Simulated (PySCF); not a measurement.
C6H6S2.
Atom-mapped SMILES: `[CH3:1][C:2](=[S:3])[c:4]1[cH:5][cH:6][cH:7][s:8]1`

Probes without a nucleus sit at each ring's centroid and 1 Å off its mean plane on both sides; NICS is minus the shielding there, NICSzz its component along the normal. Level: GIAO PBE0/pcSseg-1 (PySCF, non-relativistic, gas phase) on the GFN2-xTB geometry, one conformer.

Ring bond lengths (Å), with Mayer bond orders in brackets: C4–C5 1.380 (1.47), C5–C6 1.400 (1.33), C6–C7 1.365 (1.51), C7–S8 1.709 (1.20), S8–C4 1.748 (1.12).

Q: Give the NICS values of each ring in ppm.

A: 
```
          ring                                               type  NICS(0)  NICS(1), two faces  NICS(1)zz, two faces  rms pucker (Å)  centre to ring atoms, mean (Å)
C4–C5–C6–C7–S8  5-membered ring with S; formal bonds all aromatic    -10.4       -10.4 / -10.4         -23.4 / -23.4            0.00                            1.29
```

Q: What can be read from them?

A: 
- C4–C5–C6–C7–S8: mean NICS(1)zz -23.4 ppm, shielded. For a flat ring without four-coordinate atoms the NICS criterion counts such a value as aromatic.

Q: And the bond-length index? HOMA = 1 − mean of α(R − Ropt)² over the ring bonds, with Krygowski's 1993 parameters (CC: Ropt 1.388 Å, α 257.7 Å⁻²; CS: Ropt 1.677 Å, α 94.09 Å⁻²).

A: 
- C4–C5–C6–C7–S8: HOMA 0.85; the largest term is that of S8–C4, α(R − Ropt)² = 0.47. The geometric and the magnetic index point the same way.

Q: At the second NICS(1) probe listed for ring C4–C5–C6–C7–S8, 1 Å off the ring, how large is the induced field along the normal in 14.1 T applied along it?

A: NICSzz × B0 = -23.4 ppm × 14.1 T = -330 μT, against the applied field.

Q: What are the shieldings of the ring atoms and their hydrogens in the same run (means over atoms taken as equivalent)?

A: 
| atoms | environment | σ isotropic (ppm) | principal values of the symmetric part, first atom (ppm) |
| --- | --- | --- | --- |
| C4 | substituted aromatic carbon | 30.7 | -28.6, 16.0, 104.7 |
| C5 | aromatic CH carbon | 44.9 | -35.5, 21.6, 148.5 |
| C6 | aromatic CH carbon | 53.0 | -27.6, 35.3, 151.3 |
| C7 | aromatic CH next to a ring sulfur | 44.8 | -53.7, 49.8, 138.3 |
| S8 | thiophene-type sulfur | 288.5 | 173.0, 263.1, 429.5 |
| H on C5 | aromatic hydrogen | 23.14 | 18.4, 24.5, 26.5 |
| H on C6 | aromatic hydrogen | 24.49 | 21.3, 25.0, 27.1 |
| H on C7 | aromatic hydrogen | 24.26 | 21.4, 24.6, 26.8 |

The run took 26 s wall on x86-64 server, one thread, no GPU (shared host). This is the whole shielding run at PBE0/pcSseg-1, SCF included.

Shape of the structure used: `[CH3:1][C:2](=[S:3])[c:4]1[cH:5][cH:6][cH:7][s:8]1`: C1–C2–C4–C5 180°.
